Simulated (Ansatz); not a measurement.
Species: dichloroboranyl(trimethyl)silane, C₃H₉BCl₂Si, charge 0, multiplicity 1. 
Coordinates optimised at B3LYP-D3(BJ)/def2-TZVP (Ansatz, a first-principles code):
```xyz
16

C     -2.2908    -0.0863    -0.9616
Si    -0.9774     0.5802     0.2107
C     -1.5270     0.3766     1.9943
C     -0.6486     2.3936    -0.1726
B      0.7335    -0.4459    -0.1250
Cl     1.5434    -1.3801     1.1254
Cl     1.4679    -0.4228    -1.7263
H     -1.9681     0.0000    -2.0008
H     -2.5075    -1.1378    -0.7631
H     -3.2224     0.4740    -0.8493
H     -0.7675     0.7470     2.6857
H     -2.4510     0.9287     2.1822
H     -1.7078    -0.6731     2.2339
H      0.1082     2.8123     0.4937
H     -1.5623     2.9810    -0.0517
H     -0.2996     2.5197    -1.1991
```

Basis-set convergence of Hartree-Fock and CCSD correlation energies (hartree) with Ansatz. Valence correlation only, unless marked. No spin-orbit coupling. Non-relativistic.

| basis | functions | E(HF) | E(corr, CCSD) |
|---|---|---|---|
| aug-cc-pV(D+d)Z | 269 | -1351.60894 | -1.03061 |
| aug-cc-pV(T+d)Z | 556 | (withheld) | (withheld) |

**Question.** Fill in the missing entries.

**Answer.** 
- aug-cc-pV(T+d)Z, E(HF): -1351.68319
- aug-cc-pV(T+d)Z, E(corr, CCSD): -1.23491
